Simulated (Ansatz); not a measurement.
SnCl4O2H4 (relaxed from a model of trans-Sn(H2O)2Cl4, whose bonding it doesn't keep), 11 atoms. Hardware: 4 threads of Arm Neoverse V2 on a shared host.

In the def2 sets Sn takes a core potential; there is no spin–orbit coupling. Correlated methods freeze 26 core orbitals; core or outer-core shells of Sn are correlated, in sets that lack core-valence functions.

(1) How many basis functions does each of these Ansatz runs have, and roughly what does it cost? PBE0-D4/def2-SVP, charge 0 singlet, energy, from earlier orbitals; PBE-D4/def2-TZVP, charge 0 singlet, energy and forces, from earlier orbitals; HF/STO-3G, charge 0 singlet, energy; r2SCAN-D4/def2-TZVP, charge 0 singlet, energy, from earlier orbitals; HF/def2-TZVP, charge 0 singlet, energy, from earlier orbitals; r2SCAN-D4/def2-SVP, charge 0 singlet, relaxation, 18 steps; CCSD(T)/def2-SVP, charge 0 singlet, energy, from earlier orbitals; BLYP-D4/def2-TZVP, charge 0 singlet, energy, from earlier orbitals; MP2/def2-TZVP, charge 0 singlet, energy, from earlier orbitals; PBE-D4/def2-SVP, charge 0 singlet, energy, from earlier orbitals; PBE0-D4/def2-TZVP, charge 0 singlet, energy, from earlier orbitals; HSE06-D4/def2-TZVP, charge 0 singlet, energy, from earlier orbitals.

Results:

(1) Other jobs shared the machine, so times can vary by a factor of up to 3. A dash marks memory too small to be measured apart from the calling script's.

```csv
run,functions,fitting or Cholesky vectors,wall time,peak host memory (GiB)
"HF/STO-3G, charge 0 singlet, energy",77,965,0.55 s,–
"PBE-D4/def2-SVP, charge 0 singlet, energy, from earlier orbitals",146,1589,1.6 s,–
"PBE0-D4/def2-SVP, charge 0 singlet, energy, from earlier orbitals",146,1450,2.7 s,–
"BLYP-D4/def2-TZVP, charge 0 singlet, energy, from earlier orbitals",284,1890,3.9 s,–
"PBE-D4/def2-TZVP, charge 0 singlet, energy and forces, from earlier orbitals",284,1890,4.4 s,–
"HF/def2-TZVP, charge 0 singlet, energy, from earlier orbitals",284,2356,6 s,1.4
"r2SCAN-D4/def2-TZVP, charge 0 singlet, energy, from earlier orbitals",284,1890,8 s,0.59
"HSE06-D4/def2-TZVP, charge 0 singlet, energy, from earlier orbitals",284,2011,8 s,1.4
"MP2/def2-TZVP, charge 0 singlet, energy, from earlier orbitals",284,1922,8 s,0.94
"PBE0-D4/def2-TZVP, charge 0 singlet, energy, from earlier orbitals",284,2011,8 s,1.4
"CCSD(T)/def2-SVP, charge 0 singlet, energy, from earlier orbitals",146,1450,35 s,1.2
"r2SCAN-D4/def2-SVP, charge 0 singlet, relaxation, 18 steps",146,1589,47 s,–
```
